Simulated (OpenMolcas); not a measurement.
A run on Pd3+ with 6 ligands (oxide) in trigonal antiprismatic coordination (D3d) at 2.01 Å, a polar angle of 54.2° against the regular 54.74°. A charge of +1.5 e stands 2.8 Å behind each ligand. Ligand basis ANO-RCC-VDZP.

```
Program             : OpenMolcas
Method              : CASSCF
Basis               : ANO-RCC-VDZP [6s5p3d1f]
Scalar Hamiltonian  : DKH2, point nucleus
Active space        : 7 electrons in 5 orbitals (4d)
Spin-orbit coupling : RASSI with atomic mean-field integrals over the reference wave functions
```

Last input step and the end of the output:

```
&RASSCF
FileOrb=start.orb
Symmetry=1
Spin=4
nActEl=7 0 0
Inactive=24 24
Ras2=5 0
CIRoot=10 10 1
SDav=10
CIMx=300
Iter=150 100
PrWF=0.3
OrbListing=Nothing
MaxOrb=0
LevShft=3.0
>>> COPY $Project.JobIph JOB001
```

```
...
      148   1    8    0  -494.37479982   -6.68E-04* -1.85E-02   23  26 1 -4.99E-03*  2.86   1.98    QN   YES
      149   1    8    0  -494.37558129   -7.81E-04* -1.34E-02    8  27 2  5.32E-03*  2.86   1.87    QN   YES
      150   1    8    0  -494.37629800   -7.17E-04* -1.48E-02   27  36 1 -6.26E-03*  2.86   1.96    QN   YES
      No convergence after150 iterations
      151   1    8    0  -494.37700873   -7.11E-04* -1.48E-02   19  36 1  7.09E-03*  2.86   1.96    QN   YES
      Natural orbitals and occupation numbers for root  1
      sym 1:   1.004227   1.995773   1.000000   1.995773   1.004227
      Natural orbitals and occupation numbers for root  2
      sym 1:   1.062500   1.062500   1.000000   1.937500   1.937500
      Natural orbitals and occupation numbers for root  3
      sym 1:   1.000000   1.037711   1.962289   1.037711   1.962289
::    RASSCF root number  1 Total energy:  -5494.45162539
::    RASSCF root number  2 Total energy:  -5494.44345554
::    RASSCF root number  3 Total energy:  -5494.43244078
::    RASSCF root number  4 Total energy:  -5494.41666940
::    RASSCF root number  5 Total energy:  -5494.38733907
::    RASSCF root number  6 Total energy:  -5494.36113130
::    RASSCF root number  7 Total energy:  -5494.34804173
::    RASSCF root number  8 Total energy:  -5494.33431400
::    RASSCF root number  9 Total energy:  -5494.31080982
::    RASSCF root number 10 Total energy:  -5494.28426030
                  YZ=  7.4726E+00              ZZ= -2.2298E+00
--
  Molden files will not be produced
      Average orbitals are written to the RASORB file
--- Stop Module: rasscf at  /rc=_RC_NOT_CONVERGED_ ---
.#######################.
.# Convergence problem #.
.#######################.
```

Did the run give usable levels, and if not, why?

No. The orbital optimisation did not converge within its iterations.
